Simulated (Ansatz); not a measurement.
Species: C$_{5}$H$_{9}$ (charge 0, doublet). It need not be the lowest isomer of its formula. 
Structure (B3LYP-D3(BJ)/def2-TZVP (Ansatz, a first-principles code) minimum search):
SMILES: C[CH]/C=C\C
```xyz
14

C      2.1259     0.2158    -0.5299
C      1.2731     0.3735     0.6867
C     -0.0964     0.1576     0.7120
C     -0.8787    -0.2288    -0.3550
C     -2.3504    -0.4479    -0.2765
H      1.7882     0.8618    -1.3475
H      3.1663     0.4618    -0.3209
H      2.0976    -0.8104    -0.9134
H      1.7569     0.6733     1.6077
H     -0.5993     0.3074     1.6644
H     -0.4102    -0.3880    -1.3206
H     -2.8914     0.2093    -0.9664
H     -2.6193    -1.4724    -0.5571
H     -2.7295    -0.2643     0.7300
```
Charge 0, spin multiplicity 2.

Atomisation energy built up term by term with Ansatz (kcal/mol; UHF references for open shells; valence terms freeze the core; atomic spin-orbit terms are left out). Basis-set limits of correlation are two-point, X^-3; Hartree-Fock from the larger set.

The UHF reference is spin-contaminated (<S^2> 0.20 over the pure value in the largest basis). 

```json
[
 {"term": "Hartree-Fock", "basis": "cc-pVQZ", "kcal/mol": "1040.43"},
 {"term": "CCSD correlation", "basis": "CBS(cc-pVTZ,cc-pVQZ)", "kcal/mol": "297.39"},
 {"term": "(T)", "basis": "CBS(cc-pVTZ,cc-pVQZ)", "kcal/mol": "18.29"},
 {"term": "core correlation", "basis": "cc-pwCVTZ", "kcal/mol": "5.69"},
 {"term": "scalar relativity (X2C)", "basis": "cc-pVTZ-DK against cc-pVTZ", "kcal/mol": "-0.89"},
 {"term": "sum: De", "basis": "", "kcal/mol": "1360.9"}
]
```

(T) makes 1.3 % of the CCSD(T) atomisation energy; under 5 % is typical of single-reference molecules.
